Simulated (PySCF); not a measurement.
## Correlation energy of Fe (iron, neutral)

Starting occupation: [Ar] 3d5 4s2 5s1, 3d5/2 with m_j = -3/2, -1/2, +1/2, +3/2, +5/2, 5s1/2 with m_j = +1/2. Calculation: PySCF 2.14, in x2c-TZVPall-2c with one added diffuse shell each of s, p, d type (7s8p5d1f, 63 functions); X2C-1e with screened-nucleus spin-orbit coupling, Gaussian nucleus. Frozen: [Ne]; 16 electrons correlated; the 6 highest virtual spinors left out.

MP2 pair energies summed by pair of shells (mhartree):

```
 pair   energy  share (%)
3d-3p  -133.77       35.9
3p-3p   -69.14       18.6
3d-3d   -52.20       14.0
4s-4s   -23.78        6.4
3p-3s   -22.98        6.2
3d-4s   -22.21        6.0
3p-4s   -19.95        5.4
3d-3s   -17.28        4.6
4s-5s    -5.49        1.5
3s-3s    -2.86        0.8
3s-4s    -1.31        0.4
3p-5s    -0.83        0.2
3d-5s    -0.82        0.2
3s-5s    -0.06        0.0
```

Total MP2 correlation energy: -372.67 mhartree.

The GHF reference relaxed away from the jj start to a determinant that is no pure jj level (⟨S²⟩ = 12.00, ⟨J²⟩ = 12.01); the energies belong to that determinant.

This basis was not built for core-valence correlation, so the inner-shell part is incomplete.
